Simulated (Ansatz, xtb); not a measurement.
## C3H3BF2: which of two isomers lies lower

We compare X, `C=C=CB(F)F`, a singlet, with Y, `CC#CB(F)F`, a singlet. Both are isolated molecules in the gas phase, relaxed with PBE-D3(BJ)/def2-SVP; the shapes shown needn't be the lowest conformers.

X (Å):

```xyz
9

C     1.2868    0.9078   -2.5413
C     0.6462    0.7299   -1.4093
C    -0.0061    0.5786   -0.2653
B    -0.6576    1.7808    0.4659
F    -0.5988    3.0234   -0.0118
F    -1.3094    1.6051    1.6177
H     2.3667    1.1321   -2.5572
H     0.7633    0.8417   -3.5100
H    -0.0834   -0.4338    0.1734
```

Y (Å):

```yaml
atoms:
  - { symbol: C, position_ang: [-1.8693, -0.6740, -0.6111] }
  - { symbol: C, position_ang: [-1.5540, 0.5993, 0.0105] }
  - { symbol: C, position_ang: [-1.2842, 1.6791, 0.5356] }
  - { symbol: B, position_ang: [-0.9512, 3.0125, 1.1843] }
  - { symbol: F, position_ang: [-1.1182, 4.1660, 0.5364] }
  - { symbol: F, position_ang: [-0.4777, 3.0855, 2.4287] }
  - { symbol: H, position_ang: [-2.7659, -0.5943, -1.2604] }
  - { symbol: H, position_ang: [-1.0264, -1.0168, -1.2474] }
  - { symbol: H, position_ang: [-2.0598, -1.4609, 0.1478] }
```

Task: Estimate E(Y) − E(X) at the level CCSD(T)/def2-SVP + ΔMP2/def2-TZVPP.

Result: Calculated at CCSD(T)/def2-SVP + ΔMP2/def2-TZVPP: E(Y) − E(X) = −4.2 kcal/mol, so structure Y lies lower.

How the difference moves with the method:

| level | geometry | E(Y) − E(X) (kcal/mol) | departure from the last row (kcal/mol) | job, with rough time for the two |
| --- | --- | --- | --- | --- |
| GFN2-xTB | GFN2-xTB | −8.2 | −4.0 | optimisation, 0.21 s |
| HF/STO-3G | GFN2-xTB | −20.2 | −16.0 | single point, 0.34 s |
| r2SCAN-D4/def2-SVP | GFN2-xTB | −2.1 | +2.2 | single point, 2.2 s |
| PBE-D3(BJ)/def2-SVP | PBE-D3(BJ)/def2-SVP | −1.4 | +2.8 | optimisation, 20 s |
| HF/def2-SVP | PBE-D3(BJ)/def2-SVP | −4.6 | −0.4 | part of the CCSD(T) run |
| MP2/def2-SVP | PBE-D3(BJ)/def2-SVP | −9.0 | −4.8 | part of the CCSD(T) run |
| CCSD(T)/def2-SVP | PBE-D3(BJ)/def2-SVP | −5.0 | −0.8 | single point |
| CCSD(T)/def2-SVP + ΔMP2/def2-TZVPP | PBE-D3(BJ)/def2-SVP | −4.2 |  | single point, 32 s |

As drawn, Y has 1 C–C, 1 C≡C in place of 2 C=C.

The levels shown agree on the order. The largest departure from CCSD(T)/def2-SVP + ΔMP2/def2-TZVPP is that of HF/STO-3G, 16.0 kcal/mol. A small imaginary or near-zero mode remains, so no thermal terms are given. The last row adds to CCSD(T) the change of the MP2 difference between the two basis sets, here +0.8 kcal/mol.

The correlated steps freeze 6 core orbitals. Codes used: Ansatz 0.2.0, xtb 6.7.1; the last row on 2 threads of Intel(R) Xeon(R) Processor @ 2.70GHz on a shared host.
